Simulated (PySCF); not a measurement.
C6H9O3 (charge -1).
SMILES with atom numbers: `[CH3:1][C:2](=[O:3])/[CH:4]=[C:5](/[O-:6])[CH2:7][CH2:8][OH:9]` (hydrogens: H10, H11, H12 on C1; H13 on C4; H14, H15 on C7; H16, H17 on C8; H18 on O9)

Geometry (PBE0-D3(BJ)/def2-SVP, Å), atoms numbered from 1 in this order:
```
atom  x, y, z in Å
C1     3.2114   -0.4744   -0.2223
C2     1.7443   -0.1970    0.1383
O3     1.4273   -0.3088    1.3326
C4     0.9203    0.1426   -0.9730
C5    -0.4662    0.4059   -0.9972
O6    -1.0919    0.6503   -2.0622
C7    -1.2738    0.4085    0.2949
C8    -2.6557   -0.1999    0.0883
O9    -3.3955    0.4806   -0.8814
H10    3.6460    0.3484   -0.8127
H11    3.7849   -0.6082    0.7058
H12    3.2946   -1.3900   -0.8318
H13    1.3988    0.1883   -1.9573
H14   -0.6999   -0.0816    1.0945
H15   -1.4034    1.4660    0.5934
H16   -3.2183   -0.1835    1.0423
H17   -2.5281   -1.2776   -0.1707
H18   -2.7021    0.6550   -1.5699
```

Method: PySCF, PBE0-D3(BJ)/def2-SVP geometry optimisation, gas phase.

Masses are those of the commonest isotopes; rigid-rotor values at the optimised geometry. The values belong to one conformer with, in the numbering `[CH3:1][C:2](=[O:3])/[CH:4]=[C:5](/[O-:6])[CH2:7][CH2:8][OH:9]`, C1–C2–C4–C5 177°, C4–C5–C7–C8 -142°, C5–C7–C8–O9 -59°, C7–C8–O9–H 41°.

Task: What are A, B and C (GHz)?

Result: Ia = 129.25, Ib = 608.09, Ic = 715.61 u·Å²; 505379 MHz·u·Å²/I gives 3910, 831.1 and 706.2 MHz, that is A = 3.9102, B = 0.8311, C = 0.7062 GHz.

Task: Classify the top.

Result: A near-prolate asymmetric top; Ray's κ = -0.922.

Task: What does the inertial defect say?

Result: Not planar: Δ = Ic − Ia − Ib = -21.73 u·Å². For a rigid frame Δ = −2 Σ m c², so Σ m c² = 10.86 u·Å² lies off the ab plane: 6.21 from hydrogen and 4.65 from heavier atoms. The atom farthest from that plane is 1.50 Å away.

Task: Give the other two planar moments, Paa and Pbb, and the rms extents of the mass along the axes.

Result: Paa = Σ m a² = (Ib + Ic − Ia)/2 = 597.23 and Pbb = Σ m b² = (Ia + Ic − Ib)/2 = 118.38 u·Å². With the mass M = 129.06 u, the rms extents √(P/M) along a, b and c are 2.15, 0.96, 0.29 Å.

Task: Predict some low-J microwave lines.

Result: The dipole components (about the centre of mass, as the species is charged) are |μa| = 1.58 D, |μb| = 0.26 D, |μc| = 0.31 D. Intensities carry the squares of the components, which stand as 1.00 : 0.03 : 0.04 (a : b : c). Some lines, for components of 0.1 D or more:

```
type  branch         J(Ka,Kc)    MHz  lower level (cm⁻¹)
   a       R  1(0,1) ← 0(0,0)   1537               0.000
   c       Q  1(1,1) ← 1(0,1)   3079               0.051
   a       R  2(1,1) ← 1(1,0)   3199               0.158
   b       Q  3(1,2) ← 3(0,3)   3532               0.307
   a       R  3(0,3) ← 2(0,2)   4597               0.154
   a       R  3(2,2) ← 2(2,1)   4612               0.573
   b       R  1(1,1) ← 0(0,0)   4616               0.000
   a       R  3(2,1) ← 2(2,0)   4627               0.573
   b       R  2(1,2) ← 1(0,1)   6029               0.051
   c       R  2(1,1) ← 1(0,1)   6404               0.051
   b       Q  2(2,0) ← 2(1,1)   9241               0.265
   b       R  2(2,0) ← 1(1,1)  12566               0.154
   c       R  3(2,1) ← 2(1,1)  13868               0.265
   b       R  3(3,0) ← 2(2,1)  20322               0.573
```

Task: Estimate the classical rotational partition function at 10 K, 50 K and 500 K.

Result: Point group C1, symmetry number σ = 1; q = (√π/σ)·√((kT/h)³/(ABC)), k/h = 20836.6 MHz/K: 3520 at 10 K, 39300 at 50 K, 1240000 at 500 K.

No frequency check. The geometry's basis has no diffuse functions, a weakness for an anion. These are rigid-rotor constants of the computed structure; measured ground-state constants (B0) also hold zero-point vibration. A rigid rotor knows nothing of internal rotation, which can split or shift real lines.
